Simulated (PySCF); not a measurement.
Species: C₃H₅FSe.
Atom-mapped SMILES: `[CH3:1][Se:2]/[CH:3]=[CH:4]\[F:5]` (hydrogens: H6, H7, H8 on C1; H9 on C3; H10 on C4)

Method: PBE0-D3(BJ)/def2-SVP geometry optimisation, gas phase in PySCF.

Give the optimised bond lengths and angles.

```csv
bond,length (bohr)
C1–Se2,3.668
Se2–C3,3.566
C3=C4,2.516
C4–F5,2.518
"C1–H6, C1–H7, C1–H8",2.075
C3–H9,2.064
C4–H10,2.066
```

Bonds in one row agree within 0.02 bohr and their mean is given. A selection of angles:
```csv
angle,degrees
Se2–C1–H6,110.8
Se2–C1–H7,106.4
H6–C1–H7,109.0
H6–C1–H8,110.6
C1–Se2–C3,96.9
Se2–C3–C4,123.4
Se2–C3–H9,117.7
C4–C3–H9,118.9
C3–C4–F5,121.9
C3–C4–H10,124.7
F5–C4–H10,113.5
```

Torsions: C1–Se2–C3–C4 177° (antiperiplanar); Se2–C3–C4–F5 -1° (synperiplanar). The mirror-image conformer, all signs reversed, is as good.

The 2 C–Se bonds span 1.887 Å (Se2–C3, drawn single) to 1.941 Å (C1–Se2, drawn single), a spread of 0.054 Å.

Point group: near Cs, missed by 0.12 Å at most; the miss may be what the optimiser left on a soft mode. Not checked by PBE0-D3(BJ)/def2-SVP frequencies. One conformer, not necessarily the lowest.

Time: 26 s wall. Hardware: x86-64 server, one thread (shared host). These figures are those of the optimisation.
